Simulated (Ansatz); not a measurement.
`B[SiH](B)F` → `BB` + `F[SiH]` at 500 K and 1 bar (silylene formation by 1,1-elimination).

Computed with Ansatz on PBE0-D4/def2-TZVP structures; ΔE is electronic, products minus reactants. CCSD(T)/CBS adds triple-zeta CCSD(T) − MP2 to the extrapolated MP2 energy (def2 sets, frozen cores). This one scheme is used for every species.

| species | CCSD(T)/CBS energy (Eh) | H − E (kJ/mol) | S (J/(mol·K)) |
| --- | --- | --- | --- |
| `B[SiH](B)F` | -441.44960 | 179.3 | 390.8 |
| `BB` | -51.92346 | 127.2 | 266.7 |
| `F[SiH]` | -389.46371 | 40.7 | 260.3 |

H − E and S are ideal-gas, rigid-rotor, harmonic terms from PBE0-D4/def2-TZVP. 1 Eh = 2625.50 kJ/mol, R = 8.31446 J/(mol·K).

Task: By hand: ΔE, ΔH, ΔS and ΔG.

Result: ΔE = (-51.92346) + (-389.46371) − (-441.44960) = 0.06243 Eh = 163.9 kJ/mol. Δ(H − E) = 127.2 + 40.7 − 179.3 = -11.4, so ΔH = 152.5 kJ/mol. ΔS = 266.7 + 260.3 − 390.8 = 136.2 J/(mol·K). ΔG = 152.5 − 500 × (136.2)/1000 = 84.4 kJ/mol.

Task: By hand: the equilibrium constant, and the temperature at which ΔG would vanish if ΔH and ΔS stayed fixed.

Result: log₁₀ K = −ΔG/(RT ln 10) = -8.8. ΔG = 0 at ΔH/ΔS = 1120 K.

The number of gas molecules changes by +1, which sets the sign of ΔS. A doubt of 5 kJ/mol in ΔE shifts log₁₀ K by 0.5 here. These are equilibria of isolated gas molecules and say nothing of rates. Largest T1 diagnostic: 0.015 (customary marks: 0.02 for closed shells, 0.045 for open ones).
